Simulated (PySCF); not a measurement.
Electron correlation in Al (aluminium, neutral)

[Ne] 3s2 3p1, 2P determinant. Computed with PySCF 2.14 in def2-TZVPPD (6s5p4d1f, 48 functions), with no relativity, point nucleus. Frozen: 1s2; 11 electrons correlated.

```json
{"level": "CCSD", "correlation energy (mhartree)": "-201.51"}
{"level": "(T)", "correlation energy (mhartree)": "-3.21"}
{"level": "CCSD(T)", "correlation energy (mhartree)": "-204.72"}
```

Diagnostics: T1 = 0.011, D1 = 0.0458, largest double amplitude 0.096.

Cost of the coupled-cluster step: of the order of 4 core-seconds, for 11 correlated electrons.

Iterations:

```
CC2 = 0
CCSD nocc = (np.int64(6), np.int64(5)), nmo = (47, 47)
frozen orbitals [[0], [0]]
max_cycle = 100
direct = 0
conv_tol = 1e-08
conv_tol_normt = 1e-06
diis_space = 8
diis_start_cycle = 0
Init t2, MP2 energy = -0.186650069628119
Init E_corr(UCCSD) = -0.186650069640098
cycle = 1  E_corr(UCCSD) = -0.195268464153688  dE = -0.00861839451  norm(t1,t2) = 0.0588575
cycle = 2  E_corr(UCCSD) = -0.199107203514497  dE = -0.00383873936  norm(t1,t2) = 0.0258911
cycle = 3  E_corr(UCCSD) = -0.201499010380075  dE = -0.00239180687  norm(t1,t2) = 0.0129618
cycle = 4  E_corr(UCCSD) = -0.201519888435336  dE = -2.08780553e-05  norm(t1,t2) = 0.00208836
cycle = 5  E_corr(UCCSD) = -0.201498869145365  dE = 2.101929e-05  norm(t1,t2) = 0.000445631
cycle = 6  E_corr(UCCSD) = -0.201511266295467  dE = -1.23971501e-05  norm(t1,t2) = 0.000125391
cycle = 7  E_corr(UCCSD) = -0.201509683121822  dE = 1.58317364e-06  norm(t1,t2) = 3.15237e-05
cycle = 8  E_corr(UCCSD) = -0.201509912656922  dE = -2.295351e-07  norm(t1,t2) = 9.39403e-06
cycle = 9  E_corr(UCCSD) = -0.201509937850072  dE = -2.51931497e-08  norm(t1,t2) = 2.68464e-06
cycle = 10  E_corr(UCCSD) = -0.201509906251387  dE = 3.15986852e-08  norm(t1,t2) = 6.12225e-07
cycle = 11  E_corr(UCCSD) = -0.201509903688855  dE = 2.56253144e-09  norm(t1,t2) = 2.1518e-07
UCCSD converged
E(UCCSD) = -242.0759569883874  E_corr = -0.2015099036888552
UCCSD(T) correction = -0.00321319563714087
```

This basis was not built for core-valence correlation, so the inner-shell part is incomplete.
